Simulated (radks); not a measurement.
The antimony ion Sb2+ inside a hard spherical wall (all orbitals vanish at R), configuration held at [Kr] 4d10 5s2 5p1 and not refilled when levels cross. Calculated with a radial shooting solver on a logarithmic mesh with Libxc functionals: scalar-relativistic Kohn-Sham, PBE, spin-polarised, spherical densities, finite nucleus; open shells are filled with parallel spins first (spin-orbit coupling, left out, can overturn this in heavy ions); Fermi nuclear charge, rms radius 4.6802 fm. Eigenvalues in eV for spin up, with the zero of energy where the potential of the charges vanishes at infinity; a dash marks a level that is unbound or too diffuse for the functional's potential to be trusted. A positive occupied level is held by the wall or, in an anion where self-interaction has pushed it up, behind a barrier. The pressure on the wall is -dE/dV.

| R (bohr) | E (hartree) | kinetic (hartree) | e(4p) | e(4d) | e(5s) | e(5p) | e(6s, empty) | e(5d, empty) | pressure (GPa) |
|---|---|---|---|---|---|---|---|---|---|
| free | -6480.38484 | 6777.463 | -120.23 | -51.905 | -29.824 | -20.514 | -10.023 | -9.808 | 0 |
| 20 | -6480.38484 | 6777.463 | -120.23 | -51.905 | -29.824 | -20.514 | -10.023 | -9.808 | < 0.0001 |
| 15 | -6480.38484 | 6777.463 | -120.23 | -51.905 | -29.824 | -20.514 | -10.022 | -9.808 | < 0.0001 |
| 8 | -6480.38478 | 6777.464 | -120.22 | -51.901 | -29.821 | -20.510 | -9.603 | -9.679 | 0.00491 |
| 7 | -6480.38434 | 6777.469 | -120.20 | -51.881 | -29.807 | -20.488 | -8.848 | -9.420 | 0.0472 |
| 6 | -6480.38131 | 6777.500 | -120.10 | -51.782 | -29.732 | -20.366 | -6.846 | -8.693 | 0.443 |
| 5 | -6480.36120 | 6777.661 | -119.66 | -51.359 | -29.372 | -19.771 | -1.525 | -6.657 | 4.14 |
| 3.5 | -6479.99944 | 6779.645 | -116.12 | -47.996 | -25.041 | -13.266 | 30.056 | 6.469 | 139 |
| 2.5 | -6477.53433 | 6790.346 | -104.92 | -37.043 | -2.791 | 15.507 | 123.80 | 48.679 | 2330 |
| 2 | -6471.14042 | 6815.697 | -86.902 | -17.761 | 44.362 | 70.825 | 266.69 | 116.25 | 13800 |
| 1.5 | -6442.77254 | 6916.004 | -32.210 | 44.503 | 209.79 | 249.82 | 657.57 | 307.88 | 121000 |
